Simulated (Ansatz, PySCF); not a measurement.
Species: sum formula SiClF2 (charge +1, singlet). 
Coordinates optimised at B3LYP-D3(BJ)/def2-TZVP (Ansatz, a first-principles code):
```
Si
F 1 1.5322
F 1 1.5322 2 115.88
Cl 1 1.9289 2 122.06 3 180.00
```
Charge +1, spin multiplicity 1.

Total electronic energies in hartree. Valence correlation only, unless marked. No spin-orbit coupling. No relativistic terms. CBS marks a two-point X^-3 extrapolation of the correlation energy; Hartree-Fock from the larger set. The bracket is a focal-point correction in the basis named.

| level | program | energy (Eh) |
|---|---|---|
| BLYP-D4/def2-TZVPD | Ansatz + dftd4 | -949.31111 |
| BP86/def2-TZVPD | PySCF | [?] |
| r2SCAN-D4/def2-TZVPD | Ansatz + dftd4 | [?] |
| PBE0/def2-QZVPP | Ansatz | -948.88345 |
| BHLYP/def2-TZVPD | Ansatz | [?] |
| SCS-MP2/6-31G* | Ansatz | -947.62302 |
| SCS-MP2/aug-cc-pV(T+d)Z | Ansatz | -948.05155 |
| CCSD/cc-pwCVTZ | Ansatz | -948.08432 |
| RI-MP2/CBS(aug-cc-pV(T+d)Z,aug-cc-pV(Q+d)Z)+[CCSD(T)-MP2]/aug-cc-pV(T+d)Z | Ansatz | -948.2484 |

Some entries are withheld; supply them.


- BP86/def2-TZVPD, energy (Eh): -949.37421
- r2SCAN-D4/def2-TZVPD, energy (Eh): -949.17980
- BHLYP/def2-TZVPD, energy (Eh): -949.24457
